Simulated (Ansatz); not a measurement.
Stepwise reaction of `Br[SiH](Br)Br` with hydrogen, as a gas-phase model of exchange steps in deposition or etching. ΔE in kJ/mol; ΔG adds harmonic PBE0-D4 terms to CCSD(T)/CBS, at 1 bar.

Calculated with Ansatz (gas phase, PBE0-D4/def2-TZVP geometries, no zero-point term in ΔE). CCSD(T)/CBS is the MP2 limit (def2-TZVPP, def2-QZVPP) plus CCSD(T) − MP2 in def2-TZVPP, frozen cores. This one scheme is used for every species. Functionals use def2-TZVPP. B3LYP here is the variant with VWN-RPA as its local correlation; programs differ in this. For Br outer-core shells are correlated without core-valence functions, which leaves a few kJ/mol of doubt a bond. Scalar relativity is left out up to krypton.

```
step                                   reaction  PBE-D4  B3LYP-D4  ωB97M-V  CCSD(T)/CBS  ΔG(500 K)
   1  `Br[SiH](Br)Br` + H₂ → `Br[SiH2]Br` + HBr    74.0      69.4     69.8         72.4       62.8
   2       `Br[SiH2]Br` + H₂ → `[SiH3]Br` + HBr    74.3      70.4     71.7         74.5       68.4
   3               `[SiH3]Br` + H₂ → SiH₄ + HBr    68.3      66.0     68.9         71.6       69.5
```

(1) By hand: ΔE of the 3 steps together at CCSD(T)/CBS.

Results:

(1) (72.4) + (74.5) + (71.6) = 218.5 kJ/mol, or 72.8 kJ/mol a step.

In ΔE the steps differ by no more than 2.9 kJ/mol. All are uphill at CCSD(T)/CBS. ΔG lies between 62.8 and 69.5 kJ/mol a step. PBE-D4 differs from CCSD(T)/CBS by -3.3 to 1.6 kJ/mol a step. Isolated molecules leave out the surface, adducts and barriers. Largest T1 diagnostic: 0.011.
